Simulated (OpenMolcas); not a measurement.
# O+: effect of the IPEA shift

```json
{"Program": "OpenMolcas 26.06", "Basis": "ANO-R2 [4s4p2d1f]", "Scalar Hamiltonian": "X2C, finite nucleus", "Active space": "5 electrons in 4 orbitals (2s 2p)", "State averaging": "2S+1 = 4 odd, 1 root; 2S+1 = 2 odd, 8 roots; 2S+1 = 4 even, 3 roots; 2S+1 = 2 even, 9 roots", "Spin-orbit coupling": "RASSI with atomic mean-field integrals over the reference wave functions, term energies averaged over their components"}
```

Methods on the same reference wave functions:
A. CASSCF
B. SS-CASPT2, IPEA 0 Eh, imaginary shift 0.1 Eh (closed shells correlated: 1s)
C. SS-CASPT2, IPEA 0.25 Eh, imaginary shift 0.1 Eh (closed shells correlated: 1s)

Energies in eV above 2s2 2p3 4S* 3/2, the measured ground level; measured values from NIST Handbook of Basic Atomic Spectroscopic Data.

```csv
Level,A,B,C,Measured
2s2 2p3 4S* 3/2,0.0000,0.0000,0.0000,0.0000
2s2 2p3 2D* 3/2,3.7903,3.424,3.409,3.3266
2s2 2p3 2D* 5/2,3.7907,3.425,3.409,3.3241
2s2 2p3 2P* 3/2,5.1137,5.107,5.072,5.0174
2s2 2p3 2P* 1/2,5.1142,5.108,5.072,5.0176
2s 2p4 4P 5/2,15.0993,14.961,14.931,14.8579
2s 2p4 4P 3/2,15.1176,14.979,14.949,14.8782
2s 2p4 4P 1/2,15.1285,14.990,14.960,14.8884
2s 2p4 2D 3/2,22.2499,20.773,20.897,20.5809
2s 2p4 2D 5/2,22.2500,20.773,20.898,20.5799
2s 2p4 2S 1/2,25.9179,24.618,24.795,24.2650
2s 2p4 2P 3/2,28.9739,26.990,27.216,26.3583
2s 2p4 2P 1/2,28.9958,27.011,27.238,26.3792
```

Deviations, from unrounded energies. A percentage is the sum of absolute deviations over the sum of measured energies, with the sign that they share, or ± where signs differ.

```json
{"Against measurement": "mean absolute deviation (cm-1)", "Levels": "12", "A": "8100", "B": "1800", "C": "2300"}
{"Against measurement": "other terms of the ground configuration (%)", "Levels": "4", "A": "+6.7", "B": "+2.3", "C": "+1.7"}
{"Against measurement": "other configurations (%)", "Levels": "8", "A": "+6.7", "B": "+1.4", "C": "+1.9"}
```

B lies closest to measurement on these levels and A furthest from it. The largest miss of B in the table is 2s 2p4 2P 1/2, by +5100 cm-1. The ranking rests on the paired levels alone, and a cruder setting can come out closer through cancelling errors.

Between B and C the level of the table that moves most is 2s 2p4 2P 3/2, by 1800 cm-1 (lowest in B, highest in C). Moves below CASPT2's spread within the term are not significant.

From A to B the spin-free energies of the other terms of 2s2 2p3 shown, above 4S*, scale by factors of 0.90 to 1.00.

The lowest spin-free term lies below A's lowest term by 0.127 hartree in B, 0.121 hartree in C.

CASPT2 breaks the degeneracy within a term, and the mean is taken; among the terms shown or strongly mixed into the levels shown the widest spread is 230 cm-1 (2s 2p4 2D, C). Without dynamic correlation excited terms often stand tens of per cent too high (terms of higher spin than the ground term too low), and those without a measured partner can miss by more than the paired ones (holds for A). Computed and measured levels are paired by configuration, term and J; levels that our copy of the source lacks, or whose pairing is in doubt (as where it misses far off the trend of its configuration), stay unpaired and out of the deviations. Levels of configurations outside the active space are missing.

* marks odd parity.
